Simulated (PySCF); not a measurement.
# Electronic absorption of C4H7N3S

C₄H₇N₃S.
InChI=1S/C4H7N3S/c1-7-4(8-2)3-5-6-7/h3H,1-2H3

Computed, not measured: TDDFT CAM-B3LYP/def2-SVPD, vertical, gas phase, core orbitals frozen in the response in PySCF 2.14.0, density-fitted response routines. The structure is a single GFN2-xTB conformer in the gas phase; no vibrational or solvent corrections. Torsions of this conformer, `[CH3:1][S:2][c:3]1[cH:4][n:5][n:6][n:7]1[CH3:8]`: C1–S2–C3–C4 0°.

```
state  λ (nm)  E (eV)       f  |μ| (D)  symmetry  main configurations (H = HOMO, L = LUMO)
   S1   233.8    5.30  0.0001     0.05         –                    H→L (70%), H→L+7 (10%)
   S2   210.4    5.89  0.0089     0.63        A″                             H-1→L+2 (90%)
   S3   206.7    6.00   0.245     3.28        A′                               H→L+2 (95%)
   S4   206.2    6.01   0.014     0.79        A″        H→L+1 (68%), H→L (12%), H→L+5 (9%)
   S5   192.3    6.45  0.0035     0.38        A″                  H→L+3 (77%), H→L+1 (12%)
   S6   184.9    6.70   0.025     1.00        A′   H→L+4 (62%), H-2→L+2 (19%), H→L+6 (17%)
   S7   173.8    7.14  0.0003     0.10         –      H→L+5 (43%), H→L+7 (26%), H→L+1 (9%)
   S8   171.8    7.22   0.061     1.49        A′   H→L+6 (36%), H→L+4 (35%), H-2→L+2 (23%)
```

Triplets, Tamm–Dancoff:

| state | E (eV) | λ (nm) | main configurations (H = HOMO, L = LUMO) |
| --- | --- | --- | --- |
| T1 | 4.35 | 284.8 | H→L+2 (86%), H-3→L+2 (9%) |
| T2 | 4.89 | 253.5 | H-1→L+2 (71%), H-1→L+6 (16%) |
| T3 | 4.93 | 251.6 | H→L (58%), H→L+7 (13%) |

The lowest singlet comes at 234 nm (512 kJ/mol) in the ultraviolet; it is dark (f under 0.0005); its leading configuration is HOMO→LUMO (70%). The strongest level in the table is S3 at 6.00 eV (207 nm, f = 0.245). Löwdin shares by element: HOMO sulfur 40%, carbon 29% or more, nitrogen 14% or more (atoms not listed hold the other 17%); LUMO sulfur 49%, hydrogen 16% or more, carbon 16% or more (atoms not listed hold the other 19%). The listed states span 1.92 eV, and the widest gap between neighbours is 0.59 eV (S1 to S2). Orbital energies (eV): HOMO-3 -10.53, HOMO-2 -9.50, HOMO-1 -8.94, HOMO -7.77, LUMO 0.79, LUMO+1 1.10, LUMO+2 1.14. Weighted by f, the mean energy of these states is 6.26 eV. Symmetry labels in Cs follow from the direction of the transition dipole and are given only for states with f of 0.002 or more. Singlets were solved by full linear response, triplets in the Tamm–Dancoff approximation.
